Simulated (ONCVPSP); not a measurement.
## Cutoff test, strontium (Sr), ONCV

Sr (Z = 38), optimised norm-conserving Vanderbilt (ONCV), made with ONCVPSP 4.0.1 (LDA (Perdew-Zunger), scalar-relativistic). Core [Ar] 3d10, reference 4s2 4p6 5s1.75 5p0.25. Waves: 4s+5s: rc 2.60 bohr, ncon 4, nbas 7, qcut 4.3 1/bohr, 2 projectors; 4p+5p: rc 2.85 bohr, ncon 4, nbas 9, qcut 5 1/bohr, 2 projectors; d scattering state at 0.07 Ha: rc 2.55 bohr, ncon 4, nbas 7, qcut 4.2 1/bohr, 1 projector. Local part: polynomial inside 2.05 bohr (lpopt 5, dvloc0 3 Ha). Core correction: Teter function, fcfact 3.25, rcfact 1.1.

In the d channel the program set the typed energies aside and used 0.050 Ha.

Q: For each optimised wave give the share of its norm inside rc, the residual kinetic energy above qcut (Ha) and the cutoffs (Ha) for errors of 10, 1, 0.1 and 0.01 mHa per electron.

A:

```
         wave  norm inside rc  residual KE  10 mHa  1 mHa  0.1 mHa  0.01 mHa
           4s           0.983      2.2e-06     2.8    3.8      5.2       8.0
           5s           0.111      1.6e-05     2.2    3.5      7.3      10.4
           4p           0.966      1.2e-07     5.8    7.7      9.2      10.5
           5p           0.049      1.3e-08     3.6    5.8      7.8       9.3
d projector 1           0.092      9.7e-05     4.3    6.7      9.2      22.8
```

The occupied waves need 7.7 Ha and 9.2 Ha for 1 and 0.1 mHa.
